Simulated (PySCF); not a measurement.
Sn(Pgl)(OH)3 (C3H6O3Sn), SMILES C#C[CH2][Sn]([OH])([OH])[OH].

Geometry optimised at PBE-D3(BJ)/def2-SVP. The def2 effective core potentials stand for the cores of Sn; spin–orbit coupling is left out. Other conformers were not sampled.

The numbers are results of PBE-D3(BJ)/def2-SVP run with PySCF, not measurements.

Frequencies are harmonic and unscaled.

Computed normal modes with their intensities:
```tsv
mode	ν (cm⁻¹)	IR (km/mol)	moving atoms (share of kinetic energy)
1	29	0.1	O 41 %, C 40 %, H 16 %
2	83	5.5	O 51 %, C 33 %, H 11 %
3	99	8.2	O 46 %, C 28 %, H 24 %
4	122	9.4	O 42 %, H 28 %, C 26 %
5	146	18.9	O 71 %, Sn 14 %, H 11 %
6	160	14.7	O 49 %, C 21 %, Sn 15 %, H 14 %
7	176	18.3	O 43 %, Sn 22 %, C 19 %, H 15 %
8	197	88.9	H 69 %, O 28 %
9	239	34.4	H 83 %, O 15 %
10	295	84.0	H 91 %
11	332	19.6	C 66 %, H 34 %
12	377	20.5	C 81 %, Sn 9 %
13	555	6.0	C 64 %, O 23 %, H 13 %
14	585	40.4	O 69 %, C 17 %, Sn 8 %
15	598	67.3	O 82 %, Sn 15 %
16	604	76.9	O 80 %, Sn 15 %
17	615	41.0	H 78 %, C 17 %
18	650	51.8	H 77 %, C 23 %
19	694	2.7	H 71 %, C 28 %
20	846	62.5	H 93 %
21	859	52.7	H 93 %
22	891	111.8	H 92 %
23	969	1.5	C 63 %, H 37 %
24	1055	6.3	H 56 %, C 44 %
25	1078	1.9	H 85 %, C 15 %
26	1366	5.0	H 89 %, C 11 %
27	2147	15.3	C 91 %, H 9 %
28	3003	0.6	H 95 %
29	3070	1.1	H 90 %, C 10 %
30	3405	91.8	H 86 %, C 14 %
31	3652	30.5	H 94 %
32	3688	56.4	H 94 %
33	3706	60.3	H 94 %
```
